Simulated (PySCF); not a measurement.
# Static response to an electric field

C3H8OSSi2.
Cartesian coordinates in Å at the GFN2-xTB level; atoms count from 1:
```
atom  x, y, z in Å
O1     4.560   -0.532    1.388
C2     3.661   -0.132    0.693
C3     2.251   -0.484    0.858
C4     1.293   -0.013    0.059
Si5   -0.527   -0.444    0.239
S6    -1.470    0.723   -1.294
Si7   -3.555    0.247   -1.095
H8     3.853    0.558   -0.153
H9     2.026   -1.156    1.675
H10    1.579    0.659   -0.742
H11   -0.772   -1.862   -0.007
H12   -1.051   -0.049    1.545
H13   -4.170    1.044   -2.139
H14   -3.974    0.626    0.248
H15   -3.707   -1.188   -1.296
```

Level: B3LYP/def2-SVPD (PySCF), static field, nuclei fixed, core orbitals frozen in the response. The polarisability tensor in these axes (au):

```
x   170.22  -7.24  25.51
y    -7.24  91.74 -11.92
z    25.51 -11.92 102.72
```

Q: Diagonalise the tensor; give its mean and Δα, where Δα² is half the sum of the squared differences of the eigenvalues.

A: Principal values 83.19, 101.43 and 180.08 au; mean 121.56 au = 18.01 Å³ = 20.04 × 10⁻⁴⁰ C²·m²/J; Δα = 89.18 au (73 % of the mean).

Q: What is the dipole moment, and where does it point?

A: (-3.46, 0.05, -0.81) D, 3.55 D in size, pointing from the negative to the positive side. Measured along this direction, the outermost atoms are O1 at the negative end and H13 at the positive end.

Q: Give the principal axes and the span of the nuclei along them.

A: Largest value along (0.94, -0.12, 0.33), where the nuclei span 9.53 Å; middle along (-0.33, -0.63, 0.71), 3.19 Å; least along (-0.12, 0.77, 0.63), 2.46 Å. The response follows the extents in order.

Q: Orientational against electronic polarisability at 273 K (dilute gas, rigid molecules)?

A: In Gaussian units μ²/3kT = 111.51 Å³ against 18.01 Å³, a ratio of 6.19; the Debye molar polarisation (4π/3)N_A(α + μ²/3kT) is 326.7 cm³/mol, leaving out the vibrational part.

Q: Sum over states: ᾱ = Σ f/ω², ω in Eh. What share falls to these 8 lowest TDDFT singlets (eV, f)? 3.41, 0.0003; 4.05, 0.0093; 5.38, 0.0003; 5.63, 0.0114; 5.80, 0.5974; 5.96, 0.0031; 5.97, 0.0007; 6.26, 0.0002.

A: They add up to 13.94 au, 11.5 % of the 121.56 au; the largest single term is 13.15 au, from the state at 5.80 eV. Terms in order: 0.02, 0.42, 0.01, 0.27, 13.15, 0.07, 0.01, 0.00 au. Higher excitations give the rest. The strengths listed sum to 0.623.

Geometry: GFN2-xTB, one conformer, isolated molecule.
